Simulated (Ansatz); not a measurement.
Basis-set extrapolation for C$_{2}$H$_{10}$BP, SMILES `C[BH-](C)[PH3+]` (PBE0-D4/def2-TZVP geometry, frozen core, the Gaussian-basis code of Ansatz). Multiplicity 1, RHF reference.

```csv
,def2-TZVPP,def2-QZVPP
HF,-447.011698,-447.027144
MP2 correlation,-0.659921,-0.701609
CCSD(T) correlation,-0.749600,not run
```

Energies in hartree. Use E(X) = E(∞) + A·exp(−7.88·√X) for Hartree–Fock and E(X) = E(∞) + B·X^(−2.97) for correlation, with X = 3 and 4, and add CCSD(T) minus MP2 of the smaller set to the MP2 limit.

Q: What is the CCSD(T) energy at the basis-set limit?

A: HF limit: -447.027144 + (-0.015446) × 0.13774 = -447.02927. MP2 limit: -0.701609 + (-0.041688) × 0.74074 = -0.73249. Higher-order term: -0.749600 − (-0.659921) = -0.08968. Total: -447.85144 hartree, 236.7 kJ/mol below CCSD(T)/def2-TZVPP.
